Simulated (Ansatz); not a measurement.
Geometry optimisation of `[InH2][CH]1C[SiH2]1`.

```yaml
crystal:
  periodic: [false, false, false]
  atoms:
    - {symbol: In, position_ang: [-1.238096, 1.536120, -0.635313]}
    - {symbol: C, position_ang: [0.529379, 0.485295, 0.007251]}
    - {symbol: C, position_ang: [1.020824, -0.855928, -0.564388]}
    - {symbol: Si, position_ang: [0.115347, -1.041780, 1.063465]}
    - {symbol: H, position_ang: [-2.328770, 0.701805, -1.715548]}
    - {symbol: H, position_ang: [-1.584651, 3.096479, 0.061516]}
    - {symbol: H, position_ang: [1.304756, 1.126392, 0.465297]}
    - {symbol: H, position_ang: [2.112946, -1.022288, -0.568162]}
    - {symbol: H, position_ang: [0.534606, -1.237257, -1.479815]}
    - {symbol: H, position_ang: [0.885029, -1.278877, 2.322319]}
    - {symbol: H, position_ang: [-1.286070, -1.566962, 1.064076]}
basis:
  gaussian: {orbitals: def2-TZVP}
hamiltonian: {xc: pbe0, dispersion: d4}
relax: {f_tol: 0.005, max_steps: 150}
```

```sh
$ ansatz run in.yaml --threads 4 --pin off --events-out ev --progress --plain --max-ram 10444MiB
```

It prints (some lines left out):

```
Functional definition: PBE0
mean field -15232.61314944 eV, -559.7882082060 hartree, gradient 4.4e-5 eV, S^2 0.000000; 0 other end points of the search recorded, 0 dependent functions left out
relax step   1: F+E_penalty+E_count = -15232.82632550 eV  Δ(F+E_penalty+E_count) = +0.000e0 eV  max|allowed force component| = 5.870e-1 eV/Å  Δτ_max = 0.0000 Å  (28 SCF iters, accepted)
mean field -15232.65469164 eV, -559.7897348534 hartree, gradient 1.2e-5 eV, S^2 0.000000; 0 other end points of the search recorded, 0 dependent functions left out
relax step   2: F+E_penalty+E_count = -15232.86967362 eV  Δ(F+E_penalty+E_count) = -4.335e-2 eV  max|allowed force component| = 3.199e-1 eV/Å  Δτ_max = 0.0591 Å  (32 SCF iters, accepted)
mean field -15232.66311334 eV, -559.7900443454 hartree, gradient 1.2e-5 eV, S^2 0.000000; 0 other end points of the search recorded, 0 dependent functions left out
relax step   3: F+E_penalty+E_count = -15232.87805507 eV  Δ(F+E_penalty+E_count) = -8.381e-3 eV  max|allowed force component| = 1.018e-1 eV/Å  Δτ_max = 0.0221 Å  (33 SCF iters, accepted)
mean field -15232.66431743 eV, -559.7900885949 hartree, gradient 1.2e-5 eV, S^2 0.000000; 0 other end points of the search recorded, 0 dependent functions left out
relax step   4: F+E_penalty+E_count = -15232.87877692 eV  Δ(F+E_penalty+E_count) = -7.219e-4 eV  max|allowed force component| = 7.172e-2 eV/Å  Δτ_max = 0.0641 Å  (32 SCF iters, accepted)
mean field -15232.66523226 eV, -559.7901222140 hartree, gradient 1.2e-5 eV, S^2 0.000000; 0 other end points of the search recorded, 0 dependent functions left out
relax step   5: F+E_penalty+E_count = -15232.87943746 eV  Δ(F+E_penalty+E_count) = -6.605e-4 eV  max|allowed force component| = 5.399e-2 eV/Å  Δτ_max = 0.0321 Å  (33 SCF iters, accepted)
mean field -15232.66580573 eV, -559.7901432890 hartree, gradient 1.2e-5 eV, S^2 0.000000; 0 other end points of the search recorded, 0 dependent functions left out
relax step   6: F+E_penalty+E_count = -15232.88019497 eV  Δ(F+E_penalty+E_count) = -7.575e-4 eV  max|allowed force component| = 2.239e-2 eV/Å  Δτ_max = 0.0204 Å  (33 SCF iters, accepted)
mean field -15232.66583001 eV, -559.7901441810 hartree, gradient 1.2e-5 eV, S^2 0.000000; 0 other end points of the search recorded, 0 dependent functions left out
relax step   7: F+E_penalty+E_count = -15232.88025593 eV  Δ(F+E_penalty+E_count) = -6.096e-5 eV  max|allowed force component| = 1.092e-2 eV/Å  Δτ_max = 0.0036 Å  (34 SCF iters, accepted)
mean field -15232.66582282 eV, -559.7901439170 hartree, gradient 1.2e-5 eV, S^2 0.000000; 0 other end points of the search recorded, 0 dependent functions left out
relax step   8: F+E_penalty+E_count = -15232.88029888 eV  Δ(F+E_penalty+E_count) = -4.295e-5 eV  max|allowed force component| = 6.579e-3 eV/Å  Δτ_max = 0.0064 Å  (33 SCF iters, accepted)
mean field -15232.66581507 eV, -559.7901436321 hartree, gradient 1.2e-5 eV, S^2 0.000000; 0 other end points of the search recorded, 0 dependent functions left out
relax step   9: F+E_penalty+E_count = -15232.88030590 eV  Δ(F+E_penalty+E_count) = -7.023e-6 eV  max|allowed force component| = 3.986e-3 eV/Å  Δτ_max = 0.0028 Å  (34 SCF iters, accepted)
mean field -15232.66581507 eV, -559.7901436321 hartree, gradient 1.2e-5 eV, S^2 0.000000; 1 other end points of the search recorded, 0 dependent functions left out
Total energy: -15232.88035249 eV, -559.7980277370 hartree
Atom 0 at    -1.219999     1.527900    -0.634374 Å, force     0.000712    -0.000465     0.000757 eV/Å
Atom 1 at     0.488873     0.478129     0.061555 Å, force     0.000134     0.000874    -0.000729 eV/Å
Atom 2 at     0.989122    -0.844398    -0.553026 Å, force    -0.003986    -0.000712    -0.000665 eV/Å
Atom 3 at     0.132540    -1.053943     1.062013 Å, force     0.001708    -0.000199     0.000602 eV/Å
Atom 4 at    -2.282001     0.701421    -1.717818 Å, force    -0.000717    -0.000526    -0.000646 eV/Å
Atom 5 at    -1.551645     3.108388    -0.033695 Å, force    -0.000163     0.000077    -0.000116 eV/Å
Atom 6 at     1.262948     1.105702     0.497185 Å, force     0.001380    -0.000979     0.000346 eV/Å
Atom 7 at     2.066671    -0.980140    -0.581931 Å, force     0.001075     0.000746     0.000530 eV/Å
Atom 8 at     0.502199    -1.184452    -1.462235 Å, force     0.000871     0.000896     0.000178 eV/Å
Atom 9 at     0.922541    -1.324025     2.281415 Å, force    -0.000659     0.000390    -0.000016 eV/Å
Atom 10 at    -1.245950    -1.591583     1.101610 Å, force    -0.000355    -0.000102    -0.000241 eV/Å
Dipole moment:     0.156511    -0.040571     0.040906 e Å
```

Run time 60 s (4 threads of an Arm Neoverse N1 on a shared host); peak host memory 0.55 GiB.
